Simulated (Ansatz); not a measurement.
Series NiX2: binding per atom (eV) at several levels, gas phase, relaxed structures; Ansatz. Binding counts from free atoms in the multiplicity of their measured ground term, without zero-point energy. Singlets are spin-restricted. The structures are stationary points that may keep the symmetry of their start. Remarks come from the PBE and PBE0 runs and from stability tests at other levels; not every state was tested.

```tsv
species	state	geometry	PBE0-D4/def2-TZVP	PBE0-D4/def2-TZVPD	HSE06-D4/def2-TZVP	CAM-B3LYP-D4/def2-TZVP	ωB97M-V/def2-TZVP	remarks
NiCl2	triplet	PBE-D4/def2-TZVP	2.50	2.51	2.50	2.43	2.52	–
NiF2	triplet	PBE-D4/def2-TZVP	2.99	3.01	2.99	3.08	3.06	–
NiMe2 (C2H6Ni)	triplet	r2SCAN-D4/def2-TZVP	3.44	3.44	3.44	3.45	3.44	singlet lower at PBE
```

Question: Estimate the column for BHLYP-D4/def2-TZVP.

Answer: NiCl2 2.42; NiF2 2.88; NiMe2 (C2H6Ni) 3.37.
